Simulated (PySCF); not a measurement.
Electronic absorption of C3H11GeNSi

Species: C₃H₁₁GeNSi.
SMILES: `[SiH3][NH][GeH2][CH]1CC1`

The calculation used TDDFT B3LYP/def2-SVPD, vertical, gas phase, core orbitals frozen in the response in PySCF. The structure is a single PBE0-D3(BJ)/def2-SVP conformer in the gas phase; no vibrational or solvent corrections. The B3LYP/def2-SVPD calculation is non-relativistic and has no spin–orbit coupling, an omission that weighs most on germanium. Torsions of this conformer, `[SiH3:1][NH:2][GeH2:3][CH:4]1[CH2:5][CH2:6]1`: Si1–N2–Ge3–C4 61°, N2–Ge3–C4–C5 -149°.

| state | E (eV) | λ (nm) | f | main configurations (H = HOMO, L = LUMO) |
| --- | --- | --- | --- | --- |
| S1 | 5.65 | 219.5 | 0.0087 | H→L (99%) |
| S2 | 6.39 | 194.1 | 0.019 | H→L+1 (96%) |
| S3 | 6.77 | 183.3 | 0.0052 | H→L+2 (95%) |
| S4 | 6.90 | 179.6 | 0.019 | H→L+3 (93%) |
| S5 | 6.99 | 177.3 | 0.034 | H→L+4 (77%), H→L+6 (12%) |
| S6 | 7.11 | 174.5 | 0.0046 | H→L+5 (57%), H-1→L (27%), H→L+7 (9%) |
| S7 | 7.18 | 172.8 | 0.0084 | H-1→L (58%), H→L+5 (25%), H→L+8 (10%) |
| S8 | 7.28 | 170.2 | 0.013 | H→L+8 (74%), H→L+5 (8%) |
| S9 | 7.32 | 169.4 | 0.0010 | H→L+7 (42%), H→L+6 (18%), H→L+4 (13%) |
| S10 | 7.34 | 169.0 | 0.030 | H→L+6 (53%), H→L+7 (32%) |

Triplets, Tamm–Dancoff:

```csv
state,E (eV),λ (nm),"main configurations (H = HOMO, L = LUMO)"
T1,5.34,232.2,H→L (95%)
T2,6.23,199.2,H→L+1 (90%)
T3,6.61,187.7,"H→L+2 (63%), H→L+3 (21%)"
T4,6.71,184.9,"H→L+3 (60%), H→L+2 (29%)"
```

The lowest singlet lies at 5.65 eV (220 nm, ultraviolet) and is weak; its leading configuration is HOMO→LUMO (99%). The most intense listed level is S5 at 6.99 eV (177 nm, f = 0.034), 1.35 eV above S1. Löwdin shares by element: HOMO nitrogen 52%, silicon 10%, germanium 8%, carbon 8% or more (atoms not listed hold the other 23%); LUMO silicon 22%, germanium 20%, hydrogen 13% or more, nitrogen 10% (atoms not listed hold the other 35%). Orbital energies (eV): HOMO-3 -8.89, HOMO-2 -8.39, HOMO-1 -8.12, HOMO -6.83, LUMO -0.15, LUMO+1 0.38, LUMO+2 0.76. Weighted by f, the mean energy of these states is 6.92 eV. The listed states span 1.69 eV, and the widest gap between neighbours is 0.74 eV (S1 to S2). All these states lie below the vertical ionisation energy of 8.78 eV (ΔSCF). Only the lowest 10 singlets were computed, as vertical energies without vibronic structure.

Time: 1.7 min of wall time. Hardware: an Arm Neoverse V1 with one thread, no GPU, on a shared host.
